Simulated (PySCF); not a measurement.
Isomers of C2H9NO2Si2, one conformer each; single-point electronic energies without zero-point terms and without any empirical dispersion term.

All values: PBE0/pcSseg-1 (PySCF, non-relativistic), each on one gas-phase PBE0-D3(BJ)/def2-SVP geometry that isn't relaxed in the solvent. The solvent is an IEF-PCM continuum (van der Waals radii × 1.2). Only the electrostatic response of the medium enters.

```json
{"isomer": "`CC(=O)N[SiH2]O[SiH3]`", "relative energy, gas (kcal/mol)": "0.0", "dipole (D)": "3.19"}
{"isomer": "`COC(=O)[SiH2][SiH2]N`", "relative energy, gas (kcal/mol)": "61.1", "dipole (D)": "1.50"}
```

How do the relative energies look in cyclohexane (ε = 2.017)?

| isomer | relative energy, solvent (kcal/mol) | E(solvent) − E(gas) (kcal/mol) | dipole in solvent (D) |
| --- | --- | --- | --- |
| `CC(=O)N[SiH2]O[SiH3]` | 0.0 | -2.7 | 3.57 |
| `COC(=O)[SiH2][SiH2]N` | 60.9 | -2.9 | 1.68 |

The order is unchanged. Conformers: `[CH3:1][C:2](=[O:3])[NH:4][SiH2:5][O:6][SiH3:7]` with C1–C2–N4–Si5 -179°, C2–N4–Si5–O6 179°, N4–Si5–O6–Si7 172°; `[CH3:1][O:2][C:3](=[O:4])[SiH2:5][SiH2:6][NH2:7]` with C1–O2–C3–O4 0°, O2–C3–Si5–Si6 -101°, C3–Si5–Si6–N7 -170°, Si5–Si6–N7–H -165° and 56°. `COC(=O)[SiH2][SiH2]N` gains most from the continuum, while `CC(=O)N[SiH2]O[SiH3]` has the largest gas-phase dipole. The gains span 0.2 kcal/mol, the gas-phase energies 61.1 kcal/mol.
